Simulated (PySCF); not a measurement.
C4H5, SMILES C(C=[CH])=C, multiplicity 2. Coordinates come from a B3LYP-D3(BJ)/def2-SVP optimisation. The isomer is the one that the SMILES or the coordinates give; other isomers of the formula were not compared. One conformer was computed; it need not be the lowest.

These are B3LYP-D3(BJ)/def2-SVP (PySCF) values and carry that method's errors.

Harmonic wavenumbers (cm⁻¹): 170, 292, 485, 584, 729, 838, 902, 934, 936, 1029, 1158, 1241, 1304, 1421, 1641, 1689, 3094, 3137, 3155, 3237, 3238. Rotational constants (GHz): 43.93, 4.661, 4.214; symmetry number 1.

### Question
Work out the zero-point energy and the ideal-gas rigid-rotor harmonic-oscillator thermochemistry at 298.15 K and 1 atm.

### Answer
ZPE = ½ Σ hcν = ½ × 31213 cm⁻¹ = 186.69 kJ/mol. H − E(el) = 201.47 kJ/mol. Entropy in J/(mol K): translation 158.28, rotation 98.06, vibration 25.64, spin 5.76, total 287.75. G − E(el) = 115.68 kJ/mol. Cp = 74.17 J/(mol K).
